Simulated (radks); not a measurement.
The numbers below are computed, except where a source is named.
All-electron atom: Rb in [Kr] 5s1.

Code: a radial shooting solver on a logarithmic mesh with Libxc functionals. Model: scalar-relativistic Kohn-Sham, LDA (Slater exchange, Perdew-Wang correlation), spin-unpolarised, spherical densities, finite nucleus; Fermi nuclear charge, rms radius 4.2036 fm; hard spherical wall at 8 bohr.

Energy parts (eV):
| part | energy |
|---|---|
| total | -81024.530 |
| kinetic | 82956.780 |
| electron-nucleus | -195401.430 |
| Hartree | 34062.076 |
| exchange-correlation | -2641.956 |

Orbitals (lengths in bohr, moments of r in powers of bohr; <r^-3> diverges for s and p1/2; r(90%) holds 90 % of the orbital's charge):
orbital	occ.	eigenvalue (eV)	r(90%)	<r^-3>	<r^2>
1s	2	-15008.91	0.0722	-	0.002193
2s	2	-2004.586	0.275	-	0.03739
2p	6	-1778.588	0.253	1642	0.02947
3s	2	-296.1375	0.760	-	0.3008
3p	6	-223.6641	0.791	249.4	0.3156
3d	10	-103.3589	0.857	30.93	0.3389
4s	2	-31.1444	2.15	-	2.416
4p	6	-15.2320	2.64	24.45	3.503
4d	0	1.5084	5.73	0.4822	16.12
5s	1	-1.3374	5.88	-	19.43
5p	0	1.2833	6.28	3.089	23.53
6s	0	8.0330	6.83	-	25.91

The highest occupied level is 5s at -1.337 eV. The pressure on the wall is 0.579 GPa.
